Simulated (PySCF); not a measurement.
## Radial density of Ne⁺ (neon, charge +1)

PW91, [He] 2s2 2p5, 2P determinant. Calculation: PySCF 2.14, in aug-cc-pwCVDZ; the non-relativistic Hamiltonian (point nucleus).

```tsv
r (bohr)	4πr²ρ (e/bohr)	4πr²(ρα − ρβ)
0.00201	0.02996	0.0000
0.00339	0.08332	0.0000
0.00570	0.2262	-0.0001
0.00958	0.5899	-0.0002
0.0161	1.468	-0.0003
0.0271	3.333	-0.0004
0.0456	6.547	0.0010
0.0767	10.05	0.0131
0.129	10.43	0.0810
0.217	6.618	0.3177
0.365	5.395	0.7811
0.614	7.563	1.0975
1.03	4.852	0.6588
1.74	0.9239	0.1113
2.92	0.04061	0.0046
4.91	5.778e-05	0.0000
```
